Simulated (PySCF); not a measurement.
Input of a run (PBE0-D3(BJ)/def2-SVP geometry optimisation, gas phase (PySCF 2.14.0)), started from GFN2-xTB:
```
{"job": {"xc": "PBE0", "basis": "def2-SVP", "d3": "d3bj", "grid": 1, "kind": "geom"}, "charge": 0, "multiplicity": 1}
F      3.503962    -0.431732     0.507654
C      2.265992    -0.084761     0.180884
F      1.946687     1.003716     0.885369
F      2.269313     0.279918    -1.104764
S      1.107273    -1.464725     0.490490
C     -0.358627    -0.586109     0.004999
C     -1.155320     0.162759     0.905513
C     -2.206507     0.740845     0.276828
S     -2.241803     0.378587    -1.406000
C     -0.823660    -0.567099    -1.274729
H     -0.936685     0.257041     1.952612
H     -2.971287     1.362026     0.697311
H     -0.403725    -1.049979    -2.133895
```

Output (energies in Eh, forces in Eh/bohr):
```
step   0  E = -1286.85079581  max force = 0.012659
step   1  E = -1286.85242454  max force = 0.003857
step   2  E = -1286.85262722  max force = 0.001683
step   3  E = -1286.85262787  max force = 0.001582
step   4  E = -1286.85264413  max force = 0.000751
step   5  E = -1286.85265070  max force = 0.000373
optimisation converged
```

Summarise the run.

The energy falls by 0.050 eV over 6 energy and gradient evaluations, the largest force component goes from 0.0127 to 3.7e-04 Eh/bohr, and the atoms move by 0.090 Å rms after alignment. Among the bonds, C8–H12 and C10–H13 change most and about equally (+0.018 Å). Bonds longer at the end by more than 0.005 Å: 6 of 13; shorter: 3. Among the angles that change most is F1–C2–S5, from 110.6° to 107.7°. The energy never rose by more than 1e-6 Eh on the way. The first step brought 88 % of the lowering.

What are the final bond lengths?

F1–C2 1.328 Å, C2–F3 1.330 Å, C2–F4 1.328 Å, C2–S5 1.818 Å, S5–C6 1.764 Å, C6–C7 1.428 Å, C7–C8 1.367 Å, C8–S9 1.720 Å, S9–C10 1.709 Å, C6–C10 1.375 Å, C7–H11 1.090 Å, C8–H12 1.089 Å, C10–H13 1.089 Å. Numbering counts from 1 in the input's order; the species is `S(C(F)(F)F)c1cscc1`.

The run used 163 basis functions and 42 SCF cycles in all. The run took 69 s on one thread of an Arm Neoverse V2, no GPU, on a shared host.

Whether it is a minimum is left open (no frequencies). The numbers are those of one conformer.

Conformer computed: `[F:1][C:2]([F:3])([F:4])[S:5][c:6]1[cH:7][cH:8][s:9][cH:10]1`: F1–C2–S5–C6 180°, C2–S5–C6–C7 -85°.
